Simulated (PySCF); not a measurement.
NTi, SMILES [N]#[Ti] (connectivity only; charge and spin as stated), neutral, multiplicity 2. Atoms are numbered in the order given.

```xyz
2

Ti     0.0000     0.0000    -0.3757
N      0.0000     0.0000     1.1809
```
Charge 0, spin multiplicity 2.

Geometry: B3LYP-D3(BJ)/def2-TZVPD. The multiplicity is an assumed one; other spin states were not compared.

Method: r2SCAN/def2-TZVPD in PySCF.

Mulliken values depend strongly on the basis, most of all with diffuse functions as here. ESP charges are fitted to the potential on shells at 1.4 to 2.0 van der Waals radii. Atomic charges (e):

| atom | meta-Löwdin | ESP fit | Mulliken | Mulliken spin |
|---|---|---|---|---|
| Ti1 | (withheld) | 0.59 | 0.60 | 1.19 |
| N2 | (withheld) | -0.59 | -0.60 | -0.19 |

Task: Some entries are withheld; supply them. (The exact figures need the calculation; the answer reports its results.)

Result: 
- Ti1, meta-Löwdin: 0.48
- N2, meta-Löwdin: -0.48
